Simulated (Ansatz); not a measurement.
```yaml
atoms:
  - { symbol: C, position_ang: [0.0000, -0.4477, -0.3818] }
  - { symbol: C, position_ang: [0.0000, -0.4693, 1.2492] }
  - { symbol: O, position_ang: [0.0000, 0.9970, -0.8434] }
  - { symbol: H, position_ang: [-0.9603, -1.0385, -0.7884] }
  - { symbol: H, position_ang: [0.9603, -1.0385, -0.7884] }
  - { symbol: H, position_ang: [0.0000, -1.5841, 1.6604] }
  - { symbol: H, position_ang: [0.9608, 0.0891, 1.6705] }
  - { symbol: H, position_ang: [-0.9608, 0.0891, 1.6705] }
  - { symbol: H, position_ang: [0.0000, 1.0088, -1.8818] }
```

Basis set: cc-pVDZ (spherical functions). Left uncorrelated: 3 orbitals. Charge 0, multiplicity 1.

Computed with Ansatz (development build ahead of 0.2.0); each method stands on the lowest determinant of its kind that the runs found. Restricted open shells among the atoms or ions are ROHF, correlated in semicanonical orbitals with singles.

Q: Give the atomization energy at this shape (free ground-state atoms in the same class of orbitals less the molecule, no zero-point energy) of singlet C₂H₆O by RHF-MP2, RHF.

A:

| method | atomization energy |
| --- | --- |
| RHF-MP2 | 31.84 eV |
| RHF | 24.29 eV |

Caution: no unrestricted run beside it, a lower state can exist; the shape is not the minimum.
